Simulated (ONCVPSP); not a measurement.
## What one change does to a pseudopotential (B (Z = 5), ONCV)

* Element: B (Z = 5)
* Generator: ONCVPSP 4.0.1
* Type: optimised norm-conserving Vanderbilt (ONCV)
* Functional: LDA (Perdew-Wang 92)
* Relativity: scalar-relativistic
* Frozen core: [He]
* Valence charge: 3
* Reference configuration: 2s2 2p1
* Partial waves: 2s: rc 1.25 bohr, ncon 4, nbas 7, qcut 6.6 1/bohr, 2 projectors, debl 0.9 Ha; 2p: rc 3.85 bohr, ncon 4, nbas 7, qcut 4.5 1/bohr, 2 projectors, debl 2.8 Ha; d scattering state at 0.41 Ha: rc 3.15 bohr, ncon 4, nbas 7, qcut 3.4 1/bohr, 2 projectors, debl 1.2 Ha
* Local potential: polynomial inside 0.90 bohr (lpopt 5, dvloc0 1 Ha)
* Core correction: none

Change: p: qcut 3.

Cutoffs: the cutoffs (Ha) at which the residual kinetic energy of the hardest occupied pseudo-wave falls to 1 and 0.1 mHa per electron; they do not see the model core or the augmentation charge, which bear on the density cutoff. Errors are all-electron minus pseudo energies relative to the spin-unpolarised reference configuration.

**Question.** Predict the effect on cutoff, ghosts and configuration errors.

**Answer.** The potential gets neither clearly harder nor softer (13 Ha and 17 Ha → 13 Ha and 17 Ha); both files keep a bound ghost (d); of the 4 tests that both files solve, the error grows in 3 and shrinks in 0 by more than 15 % and 0.3 meV (median size 192.8 → 266.0 meV).

```csv
quantity,base,changed
"cutoff, loose",13 Ha,13 Ha
"cutoff, tight",17 Ha,17 Ha
loose cutoff by channel,"s 13 Ha, p 5.0 Ha","s 13 Ha, p 3.5 Ha"
bound ghosts,d,d
GHOST(+) flags under 300 eV,p at 68.6 eV,p at 53.0 eV
"error for 2s2 2p0, meV [ΔE 8.32 eV]",+167,+286
"error for 2s1 2p0, meV [ΔE 33.62 eV]",+522,+838
"error for 2s2 2p0.5, meV [ΔE 2.94 eV]",+11,+34
"error for 2s1 2p1, meV [ΔE 14.28 eV]",-219,-246
s: phases at 1.27 bohr within 0.05 rad from the reference energy up to (Ha; the scan ends near 5),5.0,5.0
p: phases at 3.90 bohr within 0.05 rad from the reference energy up to (Ha; the scan ends near 5),-0.1,-0.1
d: phases at 3.20 bohr within 0.05 rad from the reference energy up to (Ha; the scan ends near 5),3.4,3.4
```

 A true bound ghost makes a file unfit for plane-wave use even where its test errors are small: the radial tests pick states by their node count and pass the ghost by.
